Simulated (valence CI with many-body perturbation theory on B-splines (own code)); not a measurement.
# Questions on Zr⁺

Level of theory: valence CI with perturbative core correlation (CI+MBPT): three valence electrons over a frozen Dirac-Fock core [Kr], a basis of 9 s, 9 p, 10 d, 8 f, 5 g, 3 h, 1 i functions for each j, with the one-electron correlation potential Σ1 (screened to all orders), the two-electron term Σ2, the three-electron term Σ3, Breit, model QED; selected single and double excitations, second order for the rest (own B-spline code, finite nucleus).

Against 26 measured levels this calculation errs by 278 cm⁻¹ on average and by 664 at most. These come from a selection out of the NIST Handbook of Basic Atomic Spectroscopic Data. Levels without a partner in it may be off by more, other configurations by 1,000 to 4,000 cm⁻¹.

Rates and lifetimes use the calculated energies. Strong lines usually hold to 10 to 20 %, long lifetimes can be off by a factor of two.

(1) What is the ground level?

(2) How is the term 4F of the ground level split?

(3) Name the longest-lived excited levels whose lifetime is computed, and their main decay.

(4) Among levels below 37745 cm⁻¹, which E1 lines absorb most strongly from the ground level?

(5) How well does LS coupling describe the low levels?

Answers

(1) 4d2 5s 4F_3/2, composition 98 % 4d2 5s 4F, g = 0.402.

(2) J = 3/2 at 0.0, J = 5/2 at 314, J = 7/2 at 763, J = 9/2 at 1323 cm⁻¹.

(3) 4d2 5s 4F_5/2 at 314 cm⁻¹ lives 752 s, mostly by M1 to 4d2 5s 4F_3/2; 4d3 4F_5/2 at 2236 cm⁻¹ lives 710 s, mostly by M1 to 4d3 4F_3/2; 4d3 4F_9/2 at 3097 cm⁻¹ lives 363 s, mostly by M1 to 4d3 4F_7/2. The lifetime of 4d3 4F_3/2 is too uncertain to give, and may be longer.

(4) to 4d2 5p 4G°_5/2 at 360.1 nm, f = 0.272; to 4d2 5p 4F°_3/2 at 330.7 nm, f = 0.102; to 4d2 5p 4D°_3/2 at 272.8 nm, f = 0.101.

(5) Among the lowest 20 levels the leading LS term, summed over configurations, holds 97 % on average. For single configurations the figures are 85 % in LS and 53 % in jj coupling. Terms mix most in the J = 5/2 level at 4638 cm⁻¹, where the leading one holds 88 %.
